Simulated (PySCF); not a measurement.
## Calculated data, BClF

Calculation on a computer-drawn molecule: vertical ionisation energy to the stated ion spin, frozen-core CCSD(T) at the basis limit and cheaper methods, single-reference cases, UHF for radicals, no spin-orbit; all values are single points at the evaluated structure, the first of each entry, which is the reference or a displaced copy of it and isn't optimised; the reference structure only sets the zero of the energies above reference; triples share is (T) over the correlation energy. Program: PySCF 2.14.0.

Common to all runs: charge 1; multiplicity 1; ion multiplicity 2; diffuse functions no; basis cc-pV(n+d)Z; reference is the Hartree-Fock double-zeta minimum; best is HF at quadruple zeta + MP2 correlation extrapolated from triple and quadruple zeta + CCSD(T) minus MP2 at triple zeta; basis step is the size of the change from the same recipe one zeta lower.

(1) 
```xyz
3
formula=BClF ionisation_energy_best=21.63 ionisation_energy_basis_step=0.08035 energy_above_reference_best=1.695 energy_above_reference_basis_step=0.4758 ionisation_energy_Koopmans_at_triple_zeta=21.82 ionisation_energy_EOM_CCSD_at_triple_zeta=21.56 total_energy_HF_triple_zeta=-583.4485 total_energy_CCSD(T)_triple_zeta=-583.9884 total_energy_best=-584.0812 T1_diagnostic_at_triple_zeta=0.01379 D1_diagnostic_at_triple_zeta=0.0361 ion_T1_diagnostic_at_triple_zeta=0.01974 ion_D1_diagnostic_at_triple_zeta=0.07468 ion_spin_squared_at_triple_zeta=0.7609 triples_share_at_triple_zeta=0.03743 basis_functions_triple_zeta=99
F     -2.1155     0.9644     0.9813
B     -1.5461     1.2324    -0.0351
Cl    -0.7619     1.4752    -1.3854
```

Units: ionisation_energy_best, ionisation_energy_basis_step, ionisation_energy_Koopmans_at_triple_zeta, ionisation_energy_EOM_CCSD_at_triple_zeta in eV; energy_above_reference_best, energy_above_reference_basis_step in kcal/mol; total_energy_HF_triple_zeta, total_energy_CCSD(T)_triple_zeta, total_energy_best in hartree.

Reference structure:
```xyz
3
BClF
F     -2.1511     0.9539     1.0170
B     -1.5513     1.1860    -0.0297
Cl    -0.7657     1.4901    -1.4010
```

Drawn bonds:
| atom | other atom | order |
| --- | --- | --- |
| 1 | 2 | 1 |
| 2 | 3 | 1 |

Triple zeta:
| method | ionisation energy (eV) | energy above reference (kcal/mol) |
| --- | --- | --- |
| HF | 20.41 | 0.7374 |
| PBE | 21.39 | 2.48 |
| r2SCAN | 21.49 | 1.778 |
| B3LYP | 21.52 | 1.839 |
| wB97X | 21.49 | 1.75 |
| MP2 | 21.55 | 2.076 |
| CCSD | 21.39 | 1.849 |
| CCSD(T) | 21.44 | 2.14 |

(2) 
```xyz
3
formula=BClF ionisation_energy_best=21.08 ionisation_energy_basis_step=0.07816 energy_above_reference_best=10.24 energy_above_reference_basis_step=1.042 ionisation_energy_Koopmans_at_triple_zeta=21.27 ionisation_energy_EOM_CCSD_at_triple_zeta=21 total_energy_HF_triple_zeta=-583.4372 total_energy_CCSD(T)_triple_zeta=-583.9741 total_energy_best=-584.0676 T1_diagnostic_at_triple_zeta=0.0135 D1_diagnostic_at_triple_zeta=0.03524 ion_T1_diagnostic_at_triple_zeta=0.01633 ion_D1_diagnostic_at_triple_zeta=0.05223 ion_spin_squared_at_triple_zeta=0.7611 triples_share_at_triple_zeta=0.03688 basis_functions_triple_zeta=99
F     -2.1533     0.9444     0.9657
B     -1.5921     1.1959     0.0135
Cl    -0.7105     1.5305    -1.3530
```

Units: ionisation_energy_best, ionisation_energy_basis_step, ionisation_energy_Koopmans_at_triple_zeta, ionisation_energy_EOM_CCSD_at_triple_zeta in eV; energy_above_reference_best, energy_above_reference_basis_step in kcal/mol; total_energy_HF_triple_zeta, total_energy_CCSD(T)_triple_zeta, total_energy_best in hartree.

Reference structure:
```xyz
3
BClF
F     -2.1511     0.9539     1.0170
B     -1.5513     1.1860    -0.0297
Cl    -0.7657     1.4901    -1.4010
```

Drawn bonds:
| atom | other atom | order |
| --- | --- | --- |
| 1 | 2 | 1 |
| 2 | 3 | 1 |

Triple zeta:
| method | ionisation energy (eV) | energy above reference (kcal/mol) |
| --- | --- | --- |
| HF | 19.81 | 7.819 |
| PBE | 20.94 | 12.04 |
| r2SCAN | 20.99 | 11.07 |
| B3LYP | 21.01 | 10.74 |
| wB97X | 20.95 | 10.83 |
| MP2 | 20.99 | 11.46 |
| CCSD | 20.83 | 10.52 |
| CCSD(T) | 20.9 | 11.06 |

(3) 
```xyz
3
formula=BClF ionisation_energy_best=21.1 ionisation_energy_basis_step=0.07825 energy_above_reference_best=8.098 energy_above_reference_basis_step=0.8875 ionisation_energy_Koopmans_at_triple_zeta=21.29 ionisation_energy_EOM_CCSD_at_triple_zeta=21.02 total_energy_HF_triple_zeta=-583.4402 total_energy_CCSD(T)_triple_zeta=-583.9778 total_energy_best=-584.0710 T1_diagnostic_at_triple_zeta=0.0137 D1_diagnostic_at_triple_zeta=0.0358 ion_T1_diagnostic_at_triple_zeta=0.01671 ion_D1_diagnostic_at_triple_zeta=0.05402 ion_spin_squared_at_triple_zeta=0.7611 triples_share_at_triple_zeta=0.03706 basis_functions_triple_zeta=99
F     -2.1533     0.9444     0.9657
B     -1.5867     1.1983     0.0043
Cl    -0.7051     1.5329    -1.3622
```

Units: ionisation_energy_best, ionisation_energy_basis_step, ionisation_energy_Koopmans_at_triple_zeta, ionisation_energy_EOM_CCSD_at_triple_zeta in eV; energy_above_reference_best, energy_above_reference_basis_step in kcal/mol; total_energy_HF_triple_zeta, total_energy_CCSD(T)_triple_zeta, total_energy_best in hartree.

Reference structure:
```xyz
3
BClF
F     -2.1511     0.9539     1.0170
B     -1.5513     1.1860    -0.0297
Cl    -0.7657     1.4901    -1.4010
```

Drawn bonds:
| atom | other atom | order |
| --- | --- | --- |
| 1 | 2 | 1 |
| 2 | 3 | 1 |

Triple zeta:
| method | ionisation energy (eV) | energy above reference (kcal/mol) |
| --- | --- | --- |
| HF | 19.84 | 5.969 |
| PBE | 20.95 | 9.646 |
| r2SCAN | 21.01 | 8.841 |
| B3LYP | 21.03 | 8.533 |
| wB97X | 20.97 | 8.629 |
| MP2 | 21.01 | 9.153 |
| CCSD | 20.85 | 8.315 |
| CCSD(T) | 20.92 | 8.784 |

(4) 
```xyz
3
formula=BClF ionisation_energy_best=21.46 ionisation_energy_basis_step=0.08518 energy_above_reference_best=9.391 energy_above_reference_basis_step=1.275 ionisation_energy_Koopmans_at_triple_zeta=21.73 ionisation_energy_EOM_CCSD_at_triple_zeta=21.42 total_energy_HF_triple_zeta=-583.4291 total_energy_CCSD(T)_triple_zeta=-583.9783 total_energy_best=-584.0690 T1_diagnostic_at_triple_zeta=0.01739 D1_diagnostic_at_triple_zeta=0.04604 ion_T1_diagnostic_at_triple_zeta=0.0259 ion_D1_diagnostic_at_triple_zeta=0.1007 ion_spin_squared_at_triple_zeta=0.7611 triples_share_at_triple_zeta=0.04029 basis_functions_triple_zeta=99
F     -2.1533     0.9444     0.9657
B     -1.4881     1.2425    -0.1629
Cl    -0.6065     1.5771    -1.5294
```

Units: ionisation_energy_best, ionisation_energy_basis_step, ionisation_energy_Koopmans_at_triple_zeta, ionisation_energy_EOM_CCSD_at_triple_zeta in eV; energy_above_reference_best, energy_above_reference_basis_step in kcal/mol; total_energy_HF_triple_zeta, total_energy_CCSD(T)_triple_zeta, total_energy_best in hartree.

Reference structure:
```xyz
3
BClF
F     -2.1511     0.9539     1.0170
B     -1.5513     1.1860    -0.0297
Cl    -0.7657     1.4901    -1.4010
```

Drawn bonds:
| atom | other atom | order |
| --- | --- | --- |
| 1 | 2 | 1 |
| 2 | 3 | 1 |

Triple zeta:
| method | ionisation energy (eV) | energy above reference (kcal/mol) |
| --- | --- | --- |
| HF | 20.26 | 12.94 |
| PBE | 21.16 | 7.062 |
| r2SCAN | 21.28 | 9.084 |
| B3LYP | 21.35 | 8.996 |
| wB97X | 21.33 | 9.309 |
| MP2 | 21.39 | 8.636 |
| CCSD | 21.23 | 9.368 |
| CCSD(T) | 21.27 | 8.454 |
